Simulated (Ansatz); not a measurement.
Si(NCO)2Me2 (C4H6N2O2Si). Charge 0, multiplicity 3. Geometry PBE-D4/def2-SVP, that of the neutral singlet; atoms count from 1.

Cartesian coordinates in Å:
```
Si -0.037 -0.058 -0.078
N -0.213 1.660 0.100
C -0.280 2.844 0.336
O -0.354 4.005 0.551
N 0.871 -0.630 1.287
C 1.516 -0.910 2.271
O 2.145 -1.200 3.229
C 0.934 -0.405 -1.638
H 1.093 -1.495 -1.764
H 1.926 0.088 -1.599
H 0.393 -0.026 -2.528
C -1.732 -0.845 -0.047
H -2.351 -0.474 -0.890
H -2.257 -0.606 0.899
H -1.653 -1.948 -0.131
```

At PBE0-D4/def2-TZVP a singlet of charge 0 lies 6.45 eV below the triplet at the same geometry.

(1) Estimate the Mulliken populations from the PBE0/def2-TZVP orbitals of Ansatz.

(2) Where does the spin sit?

(3) And the Mayer bond orders between heavy atoms (over 0.3)?

## Answers

(1) 
```csv
atom,charge (e),spin (α − β)
Si1,0.29,0.19
N2,-0.23,0.03
C3,0.31,0.03
O4,-0.25,0.02
N5,-0.06,0.70
C6,0.12,0.50
O7,-0.15,0.55
C8,-0.45,-0.01
H9,0.14,0.00
H10,0.15,0.00
H11,0.14,0.00
C12,-0.45,-0.01
H13,0.14,0.00
H14,0.15,0.00
H15,0.14,0.00
```
Mulliken values depend strongly on the basis.

(2) Summed by element: Si 0.19, N 0.72, C 0.50, O 0.57, H 0.01, of 2 unpaired in all. Largest on single atoms: N5 0.70, O7 0.55, C6 0.50.

(3) Si1–N2 1.06 (1.74 Å); Si1–N5 1.11 (1.74 Å); Si1–C8 1.02 (1.87 Å); Si1–C12 1.02 (1.87 Å); N2–C3 2.03 (1.21 Å); C3–O4 2.08 (1.18 Å); N5–C6 1.61 (1.21 Å); C6–O7 1.81 (1.18 Å).
